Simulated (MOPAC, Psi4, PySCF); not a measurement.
Interaction energy of H2 ··· H2O (SMILES [H][H] and O). Monomers: optimised at B3LYP-D3(BJ) (def2-TZVP), held rigid. Orientation: lowest of the rigid-body minima from ten starts at GFN2-xTB. Only R, the distance of the centres of mass, is varied, so the lowest point isn't the relaxed dimer.

RMP2/6-31G* = PySCF with restricted MP2 (frozen core)/6-31G*, spherical d, no counterpoise correction; RKS-B3LYP/6-31G* = restricted B3LYP/6-31G*, spherical d, no counterpoise correction (PySCF); PM6, restricted, heats of formation (MOPAC); CCSD(T)/aug-cc-pVDZ = Psi4 with DF-CCSD(T)/aug-cc-pVDZ, frozen core, counterpoise-corrected.

Interaction energies in kJ/mol; the last columns give the difference from CCSD(T):

```
R / Å  RMP2/6-31G*  RKS-B3LYP/6-31G*    PM6  CCSD(T)/aug-cc-pVDZ  RMP2/6-31G* − CCSD(T)/aug-cc-pVDZ  RKS-B3LYP/6-31G* − CCSD(T)/aug-cc-pVDZ  PM6 − CCSD(T)/aug-cc-pVDZ
-----  -----------  ----------------  -----  -------------------  ---------------------------------  --------------------------------------  -------------------------
2.47          3.47             -0.22  -1.04                 6.59                              -3.12                                   -6.81                      -7.64
2.67         -1.41             -3.58  -1.94                 1.00                              -2.41                                   -4.58                      -2.94
2.84         -3.11             -4.46  -1.64                -1.07                              -2.04                                   -3.39                      -0.56
3.05         -3.70             -4.44  -1.01                -1.98                              -1.73                                   -2.46                       0.97
3.26         -3.49             -3.85  -0.52                -2.06                              -1.44                                   -1.80                       1.53
3.42         -3.08             -3.25  -0.31                -1.90                              -1.18                                   -1.35                       1.59
3.75         -2.06             -1.99  -0.11                -1.43                              -0.63                                   -0.55                       1.32
4.09         -1.20             -1.06  -0.05                -1.01                              -0.19                                   -0.04                       0.96
4.51         -0.62             -0.50  -0.03                -0.66                               0.04                                    0.16                       0.63
5.29         -0.26             -0.22  -0.01                -0.32                               0.06                                    0.10                       0.31
6.25         -0.12             -0.11   0.00                -0.15                               0.03                                    0.04                       0.14
7.58         -0.05             -0.05   0.00                -0.06                               0.01                                    0.01                       0.06
```

RMP2/6-31G* is furthest from CCSD(T)/aug-cc-pVDZ at 2.47 (-3.12 kJ/mol, below); its mean absolute difference over the points is 1.07 kJ/mol.

RKS-B3LYP/6-31G* is furthest from CCSD(T)/aug-cc-pVDZ at 2.47 (-6.81 kJ/mol, below); its mean absolute difference over the points is 1.77 kJ/mol.

PM6 is furthest from CCSD(T)/aug-cc-pVDZ at 2.47 (-7.64 kJ/mol, below); its mean absolute difference over the points is 1.56 kJ/mol.
